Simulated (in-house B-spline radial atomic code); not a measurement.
Pb IV (Pb3+): [Xe] (4f5/2)5 (4f7/2)8 5d10 6s2 (with a hole in an inner shell)

All numbers are computed (Dirac-Kohn-Sham B3LYP, spherical fractional occupations; Fermi nucleus of rms radius 5.5012 fm) with a radial B-spline atomic code at the basis-set limit, not measured.

Effective charges: Z_r = [3n² - l(l+1)]/(2<r>) from the radius, Z_e = n√(-2ε) from the energy, and Slater's rules. Values are occupation-weighted means over j. An effective charge above Z reflects the relativistic contraction of the inner shells.

| shell | electrons | ε (eV) | <r> (bohr) | Z_r | Z_e | Slater |
| --- | --- | --- | --- | --- | --- | --- |
| 1s | 2 | -88103 | 0.01606 | 93.42 | 80.47 | 81.70 |
| 2s | 2 | -15820 | 0.06692 | 89.66 | 68.20 | 77.85 |
| 2p | 6 | -13735 | 0.06083 | 82.19 | 63.55 | 77.85 |
| 3s | 2 | -3852 | 0.1739 | 77.61 | 50.48 | 70.75 |
| 3p | 6 | -3242.2 | 0.1753 | 71.33 | 46.31 | 70.75 |
| 3d | 10 | -2549.6 | 0.1599 | 65.65 | 41.07 | 60.85 |
| 4s | 2 | -916.9 | 0.3832 | 62.63 | 32.84 | 54.25 |
| 4p | 6 | -712.97 | 0.4068 | 56.54 | 28.96 | 54.25 |
| 4d | 10 | -457.73 | 0.4285 | 49.01 | 23.20 | 42.85 |
| 5s | 2 | -186.86 | 0.8445 | 44.41 | 18.53 | 25.20 |
| 4f | 13 | -184.42 | 0.447 | 40.27 | 14.73 | 31.80 |
| 5p | 6 | -127.81 | 0.9562 | 38.17 | 15.32 | 25.20 |
| 5d | 10 | -56.693 | 1.227 | 28.12 | 10.21 | 11.85 |
| 6s | 2 | -40.508 | 2.048 | 26.37 | 10.35 | 7.35 |

The least bound orbital is 6s1/2 at -40.51 eV, and it is also the most diffuse (<r> = 2.048 bohr). The part-filled 4f shell lies below the filled 6s shell in orbital energy.

For the 1s electron the small component carries 9.78 % of the norm, the zero-frequency Breit interaction raises the level by 343.7 eV, self-energy by 223.1 eV, and vacuum polarisation lowers it by 47.6 eV.

Caution: exact exchange at fractional occupations of open shells leaves self-interaction of up to several eV.
